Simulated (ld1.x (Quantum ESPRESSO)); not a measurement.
Before and after: TM potential for Tl

* Element: Tl
* Generator: ld1.x (Quantum ESPRESSO) 7.5
* Type: norm-conserving Troullier–Martins (Kleinman–Bylander form)
* Functional: PBE
* Relativity: scalar-relativistic
* Frozen core: [Xe] 4f14
* Valence charge: 13
* Reference configuration: 5d10 6s1.5 6p1.5
* Partial waves: 6s (bound): rc 1.75 bohr; 6p (bound): rc 2.60 bohr; 5d (bound): rc 1.65 bohr
* Local potential: all-electron potential smoothed inside 1.60 bohr (lloc = -1)
* Core correction: a·sin(br)/r model core, default radius (core density twice the valence density)

All-electron outer shells of the reference configuration (PBE, scalar-relativistic, ld1.x):

| shell | level (eV) | outermost node (bohr) | outermost maximum (bohr) |
| --- | --- | --- | --- |
| 4f | -115.02 | – | 0.36 |
| 5p | -77.10 | 0.50 | 0.91 |
| 5d | -16.43 | 0.53 | 1.11 |
| 6s | -10.19 | 1.04 | 2.05 |
| 6p | -2.79 | 1.23 | 2.87 |

Change: wave 6s (bound): rc 1.75 bohr becomes 6s (bound): rc 2.68 bohr.

Cutoffs: the cutoffs (Ry, on a coarse ladder) from which the occupation-weighted sum of valence levels, in a spherical-Bessel basis at the reference potential, stays within 10 and 1 mRy of its value at 400 Ry; they do not see the model core or the augmentation charge, which bear on the density cutoff. Errors are all-electron minus pseudo energies relative to the spin-unpolarised reference configuration.

Question: How do hardness, ghosts and transferability respond?

Answer: The potential gets neither clearly harder nor softer (50 Ry and 90 Ry → 50 Ry and 80 Ry); both files keep a bound ghost (p, s); of the 7 tests that both files solve, the error grows in 4 and shrinks in 0 by more than 15 % and 0.3 meV (median size 2.0 → 3.4 meV). More of the atom is replaced by a form fitted at one configuration, so other configurations suffer.

| quantity | base | changed |
| --- | --- | --- |
| cutoff, loose | 50 Ry | 50 Ry |
| cutoff, tight | 90 Ry | 80 Ry |
| loose cutoff by channel (10 mRy a level) | s 21 Ry, p 6 Ry, d 40 Ry | s 10 Ry, p 6 Ry, d 40 Ry |
| bound ghosts | s, p | s, p |
| error for 5d10 6s2 6p1, meV [ΔE -3.65 eV] | +0.2 | -0.9 |
| error for 5d10 6s2 6p0, meV [ΔE 1.52 eV] | -5.4 | -8.1 |
| error for 5d10 6s1 6p0, meV [ΔE 22.30 eV] | -21 | -20 |
| error for 5d10 6s1 6p1, meV [ΔE 9.80 eV] | -7.1 | -7.6 |
| error for 5d10 6s2 6p1.3, meV [ΔE -4.14 eV] | +0.3 | -0.6 |
| error for 5d10 6s1 6p2, meV [ΔE 3.76 eV] | -2.0 | -3.4 |
| error for 5d10 6s2 6p0.5, meV [ΔE -1.79 eV] | -1.3 | -3.1 |

 A true bound ghost makes a file unfit for plane-wave use even where its test errors are small: the radial tests pick states by their node count and pass the ghost by.
